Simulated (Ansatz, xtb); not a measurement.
## A geometry optimisation of CFGeS with r2SCAN-D4/def2-SVP

The starting geometry of this gas-phase doublet was built from a drawn formula by distance geometry and a force field; its bonds are those of `F[C]([S])=[Ge]`.

```xyz
4

C     0.8128   -1.2565   -0.7293
F     1.1165   -2.2912   -1.5682
Ge   -0.8006   -0.9669    0.0875
S     2.0839   -0.0622   -0.2852
```

**Question.** Where would you expect an optimisation with r2SCAN-D4/def2-SVP to take it?

**Answer.** A new bond forms, giving a structure given below by its coordinates. Contacts that close: Ge3–S4 (3.05 → 2.54 Å).

The energy falls by 0.66 eV over 8 steps:

```csv
step,E − E(last) (eV)
1,0.660
2,0.286
3,0.102
4,0.061
5,0.005
6,0.000
7,0.000
8,0.000
```

Final geometry (Å):

```json
{"atom": "C", "x (Å)": "0.8247", "y (Å)": "-1.3924", "z (Å)": "-0.8094"}
{"atom": "F", "x (Å)": "1.2563", "y (Å)": "-2.3250", "z (Å)": "-1.6298"}
{"atom": "Ge", "x (Å)": "-0.6477", "y (Å)": "-0.7391", "z (Å)": "0.1754"}
{"atom": "S", "x (Å)": "1.7793", "y (Å)": "-0.1204", "z (Å)": "-0.2314"}
```

From the same start GFN2-xTB reaches the same bonding as this run.

The end wasn't checked by frequencies. Open shells are spin-unrestricted. Run with Ansatz 0.2.0, 64 s on 1 thread of Arm Neoverse V2, with other jobs on the host.
